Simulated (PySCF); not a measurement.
B(H)(Br)(vinyl) (C₂H₄BBr), SMILES BrBC=C. The structure is a stationary point at B3LYP-D3(BJ)/def2-SVP. The structure was generated by enumeration, and PubChem lists no compound with its InChIKey, so it may never have been made. One conformer was computed; it need not be the lowest.

Q: Give the equilibrium geometry at B3LYP-D3(BJ)/def2-SVP (PySCF confirms it by a frequency run) as a Z-matrix, and its point group. (An estimate is asked for; the answer gives what the named calculation found.)

A: Several could match; the one computed here: point group Cs.
```
C
C 1 1.3466
H 2 1.0952 1 122.31
H 2 1.0953 3 116.65 1 180.00
H 1 1.0977 2 117.62 3 0.00
B 1 1.5424 5 117.44 2 180.00
H 6 1.2016 1 122.82 5 0.00
Br 6 1.9275 7 115.27 1 180.00
```
Charge 0, spin multiplicity 1.
